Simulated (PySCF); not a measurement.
## Computed vibrations of [Sm(CH3)2]+

[Sm(CH3)2]+ (singlet in the valence; each metal's 4f electrons, 5 of them, lie in its core potential, out of spins and levels). PySCF 2.14.0, RKS PBE0, Sm lcecp-1-SVP with ECP51, C def2-SVP, H def2-SVP; non-relativistic Hamiltonian with scalar-relativistic core potentials where named; density fitting; no spin-orbit coupling. Central differences of gradients.

```xyz
9

Sm    0.0000    0.0000   -0.2573
C     1.7474    0.0000    1.2432
H     2.7504    0.0000    0.7762
H     1.6887    0.8846    1.9073
H     1.6887   -0.8846    1.9073
C    -1.7474    0.0000    1.2432
H    -2.7504    0.0000    0.7762
H    -1.6887   -0.8846    1.9073
H    -1.6887    0.8846    1.9073
```

Run from Python with OMP_NUM_THREADS=2. Where DIIS fails, smearing, a level shift and second-order steps follow.
It took 65 s on 2 threads of Arm Neoverse V1, with other jobs on the host.

Question: What are the harmonic wavenumbers and infrared intensities?

Answer: Modes are labelled in C2v; negative numbers are unstable modes, those under 60 cm⁻¹ near the noise; a finer grid moves soft modes by up to 10 cm⁻¹.
```tsv
cm⁻¹	km/mol	symmetry
-71	–	a2
-12	–	b2
113	0.2	a1
316	0.0	a2
343	43.6	b2
380	6.2	b1
418	2.5	a1
464	117.9	b1
489	34.2	a1
1156	4.5	b1
1160	8.4	a1
1368	0.0	a2
1372	6.7	b1
1375	33.2	b2
1382	20.8	a1
3002	11.5	b1
3004	4.8	a1
3102	0.0	a2
3103	0.2	b2
3116	0.1	a1
3116	0.0	b1
```

Question: Is this a minimum?

Answer: No: 1 unstable (and 1 more above −25 cm⁻¹, within the noise); the lowest moves the atoms so:
```
Sm   0.00  0.00  0.00
C    0.00  0.03  0.00
H    0.00 -0.37  0.00
H    0.24  0.24 -0.26
H   -0.24  0.24  0.26
C    0.00 -0.03  0.00
H    0.00  0.37  0.00
H   -0.24 -0.24 -0.26
H    0.24 -0.24  0.26
```

An lcecp potential fixes the number of 4f electrons, so in runs with it no electron can move into or out of that shell.
